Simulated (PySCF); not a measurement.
**Spinor energies of Tl⁴⁺ (thallium, charge +4)**

Start: [Xe] 4f14 5d9; 5d3/2 filled at m_j = -1/2, +1/2, +3/2; 5d5/2 filled at m_j = -5/2, -3/2, -1/2, +1/2, +3/2, +5/2. Calculated with PySCF 2.14 in x2c-TZVPPall-2c: generalised Hartree-Fock with the X2C-1e Hamiltonian and a Gaussian nucleus; one run each with spin-orbit coupling (SO) screened by Boettger's factors, then bare. This is a chosen level, not necessarily the ground level.

```tsv
spinor shell	electrons	ε, screened SO (eV)	ε, bare SO (eV)	weight of nominal j (bare SO)	rms radius, bare SO (bohr)
1s1/2	2	-86027.4	-86025.2	1.000	0.0184
2s1/2	2	-15508.0	-15507.3	1.000	0.0743
2p1/2	2	-14863.8	-14910.6	1.000	0.0626
2p3/2	4	-12793.1	-12779.1	1.000	0.0711
3s1/2	2	-3807.9	-3807.7	1.000	0.189
3p1/2	2	-3518.4	-3528.7	1.000	0.181
3p3/2	4	-3051.5	-3048.3	1.000	0.198
3d3/2	4	-2579.3	-2588.0	1.000	0.173
4s1/2	2	-924.32	-924.27	1.000	0.416
4p1/2	2	-798.46	-801.05	1.000	0.419
4p3/2	4	-683.50	-682.72	1.000	0.454
4d3/2	4	-477.74	-479.69	1.000	0.464
4d5/2	6	-455.98	-454.78	1.000	0.477
5s1/2	2	-198.37	-198.38	1.000	0.939
4f5/2	6	-187.71	-189.09	1.000	0.507
4f7/2	8	-183.30	-182.26	1.000	0.511
5p1/2	2	-152.96	-153.47	0.999	1.00
5p3/2	4	-133.16	-133.02	0.999	1.10
5d3/2	3	-68.875	-69.131	0.987	1.36
5d5/2	6	-66.270	-66.138	0.993	1.41
```

**Question.** Where does 3d5/2 lie, and what is the 3d spin-orbit splitting (bare SO)?

**Answer.** At -2474.7 eV, 113.24 eV above 3d3/2.

```
   quantity   screened SO       bare SO
E (hartree)  -20261.31876  -20263.41117
        M_J           3/2           3/2
       ⟨J²⟩         3.752         3.752
       ⟨L²⟩         6.191         6.206
       ⟨S²⟩         0.937         0.951
```

Each row is a mean over spinors that exchange with the open shell spreads, by up to 4.357 eV (5p1/2).

Breit and QED terms are absent; they matter most for the inner s and p1/2 levels.

Densities and radii are taken from the X2C orbitals without a picture-change correction, which distorts them close to the nucleus.
